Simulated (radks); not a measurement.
Task: Mn, 25 electrons, occupied as [Ar] 3d5 4s2. Method: Dirac Kohn-Sham, exchange-only B88, spin-unpolarised, spherical densities, finite nucleus; open shells are shared between the two j in proportion to 2j + 1; Fermi nuclear charge, rms radius 3.7057 fm; computed with a radial shooting solver on a logarithmic mesh with Libxc functionals. Some entries of the table are withheld. Estimate them.

orbital,occ.,eigenvalue (eV),<1/r> (bohr^-1),<r> (bohr)
1s1/2,2,-6429.596,(1),0.06090
2s1/2,2,-742.9486,5.322,0.2793
2p1/2,2,-636.3863,5.267,0.2451
2p3/2,4,-625.9447,5.180,0.2480
3s1/2,2,-84.7856,1.665,0.8515
3p1/2,2,-54.4355,1.537,0.8983
3p3/2,4,-53.1593,1.517,0.9075
3d3/2,2,-5.9534,1.126,(2)
3d5/2,3,-5.8358,1.121,(3)
4s1/2,2,-4.4505,0.4159,3.145
4p1/2,0,-0.9178,0.2669,4.991
4p3/2,0,-0.8849,0.2629,5.067

Result: 
(1) 1s1/2 <1/r> (bohr^-1): 24.93
(2) 3d3/2 <r> (bohr): 1.228
(3) 3d5/2 <r> (bohr): 1.235
